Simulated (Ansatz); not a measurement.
System: GeH$_{2}$F, charge 0, doublet. GeH2F (SMILES [F][GeH2], doublet).
B3LYP-D3(BJ)/def2-TZVP minimum from Ansatz (a first-principles code):
```xyz
4

Ge    -0.3245     0.1059    -0.0826
F      1.2762    -0.5581     0.2177
H     -0.0698     1.5434    -0.6176
H     -1.0329     0.0895     1.3014
```
Charge 0, spin multiplicity 2.

Total energies in hartree (Ansatz). Radicals and triplets start from unrestricted determinants; spin-orbit coupling is neglected. Correlated methods leave the cores frozen (noble-gas shells, and filled d and f shells in the p block). No relativity. Where a partner has so few electrons that a lower coupled-cluster level is exact, that level stands in.

```tsv
species	HF/cc-pVTZ	CCSD(T)/cc-pVTZ	HF/cc-pVQZ	CCSD(T)/cc-pVQZ	CCSDT(Q)/cc-pVTZ
1: GeH2F (SMILES [F][GeH2], doublet)	-2176.04370	-2176.42800	-2176.05781	-2176.47284	-2176.42899
2: Ge (triplet)	-2075.36107	-2075.42794	-2075.36359	-2075.43284	-2075.42848
3: F (doublet)	-99.40552	-99.62036	-99.41377	-99.65026	-99.62061
4: H (doublet)	-0.49981	-0.49981	-0.49995	-0.49995	-0.49981
```

**Question.** Work out the atomisation energy (electronic, to ground-state atoms) in kcal/mol: take Hartree-Fock from cc-pVQZ, extrapolate the CCSD(T) correlation energy as X^-3 (X = 3, 4), and add CCSDT(Q) - CCSD(T) in cc-pVTZ. 1 hartree = 627.51 kcal/mol.

**Answer.** 
Species 1: correlation (64·(-0.41503) - 27·(-0.38430))/37 = -0.43745; step -0.00099; E1 = -2176.05781 + (-0.43745) + (-0.00099) = -2176.49625
Species 2: correlation (64·(-0.06925) - 27·(-0.06687))/37 = -0.07099; step -0.00054; E2 = -2075.36359 + (-0.07099) + (-0.00054) = -2075.43512
Species 3: correlation (64·(-0.23649) - 27·(-0.21484))/37 = -0.25229; step -0.00025; E3 = -99.41377 + (-0.25229) + (-0.00025) = -99.66631
Species 4: correlation (64·(0.00000) - 27·(0.00000))/37 = 0.00000; step +0.00000; E4 = -0.49995 + (0.00000) + (+0.00000) = -0.49995
-1·E1 +1·E2 +1·E3 +2·E4 = 0.39492 hartree = 247.8 kcal/mol.
